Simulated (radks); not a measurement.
The silver ion Ag4+, configuration [Kr] 4d6 5d1 (not the ground configuration).

All-electron calculation, scalar-relativistic Kohn-Sham, BLYP, spin-polarised, spherical densities, point nucleus; open shells are filled with parallel spins first (spin-orbit coupling, left out, can overturn this in heavy ions). Program: a radial shooting solver on a logarithmic mesh with Libxc functionals.

Energy parts (hartree):
total: -5310.98109
kinetic: 5518.24016
electron-nucleus: -12733.27275
Hartree: 2051.47153
exchange-correlation: -147.42002

Orbitals (lengths in bohr, moments of r in powers of bohr; <r^-3> diverges for s and p1/2; r(max) is where P^2 peaks):
orbital  occ.  eigenvalue (hartree)  <r^-3>      <r>      <r^4>   r(max)
1s up       1             -933.5379       -  0.03111  4.450e-06  0.02016
1s down     1             -933.5378       -  0.03111  4.450e-06  0.02016
2s up       1             -139.6237       -   0.1349  0.0007913   0.1140
2s down     1             -139.5877       -   0.1349  0.0007910   0.1140
2p up       3             -125.5067    3779   0.1177  0.0005673  0.09113
2p down     3             -125.4792    3780   0.1177  0.0005671  0.09112
3s up       1             -27.62425       -   0.3685    0.03702   0.3325
3s down     1             -27.60593       -   0.3685    0.03693   0.3326
3p up       3             -22.99177   676.2   0.3676    0.03961   0.3257
3p down     3             -22.97089   675.8   0.3674    0.03947   0.3258
3d up       5             -15.69121   92.43   0.3456    0.03793   0.2734
3d down     5             -15.65891   92.39   0.3454    0.03773   0.2736
4s up       1              -5.94018       -   0.8953      1.209   0.8178
4s down     1              -5.80179       -   0.8942      1.210   0.8156
4p up       3              -4.56297   119.3   0.9668      1.723   0.8671
4p down     3              -4.42253   119.9   0.9673      1.744   0.8650
4d up       5              -2.53745   11.64    1.161      4.121   0.9823
4d down     1              -2.40496   11.48    1.175      4.418   0.9827
5s up       0              -1.76763       -    2.107      34.92    1.941
5s down     0              -1.71409       -    2.125      35.77    1.970
5p up       0              -1.41745   20.38    2.388      58.07    2.195
5p down     0              -1.37015   20.03    2.396      58.54    2.217
5d up       1              -0.93988   1.904    3.082      162.3    2.868
4f up       0              -0.83918  0.3996    2.367      82.24    1.928
6d up       0              -0.50649  0.7790    5.655       1759    5.716

The highest occupied level is 5d up at -25.575 eV. The configuration is held as typed, so some empty levels lie below it. The density falls to 0.001 e/bohr^3 at r = 4.08 bohr.
